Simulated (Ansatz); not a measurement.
```yaml
crystal:
  periodic: [true, true, true]
  atoms:
    - {symbol: C, position_ang: [-1.305759, 1.563980, -0.794628]}
    - {symbol: C, position_ang: [-0.441531, 0.594280, -0.737991]}
    - {symbol: C, position_ang: [0.419115, -0.376727, -0.640872]}
    - {symbol: Si, position_ang: [0.876591, -1.106097, 1.008819]}
    - {symbol: H, position_ang: [-0.988565, 2.599745, -0.740505]}
    - {symbol: H, position_ang: [-2.365871, 1.362684, -0.904280]}
    - {symbol: H, position_ang: [0.874883, -0.763458, -1.551357]}
    - {symbol: H, position_ang: [2.335282, -0.949538, 1.256559]}
    - {symbol: H, position_ang: [0.567874, -2.561329, 1.032185]}
    - {symbol: H, position_ang: [0.111082, -0.414740, 2.074871]}
basis:
  gaussian: {orbitals: 6-31G}
hamiltonian: {xc: {name: r2SCAN0}}
```

```sh
$ ansatz run in.yaml --threads 2 --pin off --events-out ev --progress --plain --max-ram 4352MiB
```

It prints (some lines left out):

```
Error: YAML parse error: error: line 2 column 3: crystal: missing field `lattice` (a structure is typed as `lattice` and `atoms`, a molecule's as `atoms` in Å alone, or read from a run's directory, `checkpoint`)
 --> <input>:2:3
1 | crystal:
2 |   periodic: [true, true, true]
3 |   atoms:
4 |     - {symbol: C, position_ang: [-1.305759, 1.563980, -0.794628]}
```

Question: Something in this input is off. What?

Answer: The molecule is marked periodic without a cell. The program refused the input.
